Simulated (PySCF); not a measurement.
# Ga(30+): ionisation energy

Ga(30+) 1s1 [1s1/2^1, M_J = 1/2] → Ga(31+) (bare nucleus), as a difference of total energies. Calculation: PySCF 2.14, in an even-tempered Gaussian basis (15 s from 44 bohr⁻², ratio 2.4; 9 p from 57 bohr⁻², ratio 2.4; 3 d from 170 bohr⁻², ratio 2.6; 3 f from 260 bohr⁻², ratio 2.6); the two-component X2C-1e Hamiltonian. "Screened" scales the spin-orbit matrix elements by Boettger's factors to mimic the two-electron term; Breit and QED terms are absent.

```csv
method,ionisation energy (eV),difference from reference (eV)
GHF (screened spin-orbit),13246.6,+7.1
GHF (bare spin-orbit),13246.6,+7.1
```

Reference: 13239.5 eV (theoretical estimate listed by NIST; NIST Atomic Spectra Database, ionization energies).

For one electron Hartree-Fock is exact for this Hamiltonian up to the basis; QED and nuclear recoil make up the gap, and the density functionals add self-interaction.
